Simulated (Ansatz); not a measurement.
Reactions of `CC1N[SiH]1F`.

Computed with Ansatz on PBE0-D4/def2-TZVP structures; ΔE is electronic, products minus reactants. CCSD(T)/CBS adds triple-zeta CCSD(T) − MP2 to the extrapolated MP2 energy (def2 sets, frozen cores). This one scheme is used for every species. DFT in def2-TZVPP. One conformer a species, not always the lowest.

```csv
reaction,CCSD(T)/CBS(def2) (kJ/mol)
`C[C@@H]1N[Si@@H]1F` + SiH₄ → `F[Si@H]1N[C@@H]1[SiH3]` + CH₄,-43
`C[C@@H]1N[Si@@H]1F` + H₂ → `F[SiH]1CN1` + CH₄,-57
`C[C@@H]1N[Si@@H]1F` → `C=C(F)[SiH2]N`,?
`C[C@@H]1N[Si@@H]1F` → `N/C(F)=C/[SiH3]`,166
```

Q: Fill in the missing values. (Best estimate.)

A: Computed: `C[C@@H]1N[Si@@H]1F` → `C=C(F)[SiH2]N`: +99.2 kJ/mol.

Largest T1 diagnostic: 0.013, for `F[Si@H]1N[C@@H]1[SiH3]`.
